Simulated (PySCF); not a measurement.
C₆H₇N₃Si.
Bonds: Si1–C2, C2–N3 (aromatic), N3–N4 (aromatic), N4–N5 (aromatic), N5–C6 (aromatic), C6–C7 (aromatic), C7–C8 (aromatic), C8–C9 (aromatic), C9–C10 (aromatic), C2–C10 (aromatic), N5–C10 (aromatic). Hydrogens: H11, H12, H13 on Si1; H14 on C6; H15 on C7; H16 on C8; H17 on C9.

Probes without a nucleus sit at each ring's centroid and 1 Å off its mean plane on both sides; NICS is minus the shielding there, NICSzz its component along the normal. Level: GIAO PBE0/pcSseg-1 (PySCF, non-relativistic, gas phase) on the GFN2-xTB geometry, one conformer.

Rings: 1. C2–N3–N4–N5–C10; 2. N5–C6–C7–C8–C9–C10.

```csv
set,NICS(0),"NICS(1), two faces","NICS(1)zz, two faces"
P,-7.3,-9.3 / -9.3,-22.3 / -22.4
Q,-15.1,-15.8 / -15.8,-40.6 / -40.6
```

Problem. Which set (ppm) belongs to which ring?

Solution. P = 2, Q = 1.
- 1 (5-membered ring with 3 N; formal bonds all aromatic): mean NICS(1)zz -40.6 ppm, shielded, aromatic by this magnetic criterion (flat ring, no four-coordinate atom), though in fused rings the probe also feels the neighbouring ring.
- 2 (6-membered ring with N; formal bonds all aromatic): mean NICS(1)zz -22.4 ppm, shielded. For a flat ring without four-coordinate atoms the NICS criterion counts such a value as aromatic, though in fused rings the probe also feels the neighbouring ring.

Problem. How do the rings differ in shape?

Solution. 
| ring | bond lengths (Å) | rms pucker (Å) | HOMA | nearest outside atom to a NICS(1) probe (Å) |
| --- | --- | --- | --- | --- |
| 1 | 1.343, 1.286, 1.329, 1.386, 1.401 | 0.00 | 0.92 | carbon 2.67 |
| 2 | 1.352, 1.359, 1.415, 1.365, 1.402, 1.386 | 0.00 | 0.86 | hydrogen 2.64 |

HOMA = 1 − mean of α(R − Ropt)² over the ring bonds, with Krygowski's 1993 parameters (CC: Ropt 1.388 Å, α 257.7 Å⁻²; CN: Ropt 1.334 Å, α 93.52 Å⁻²; NN: Ropt 1.309 Å, α 130.33 Å⁻²).
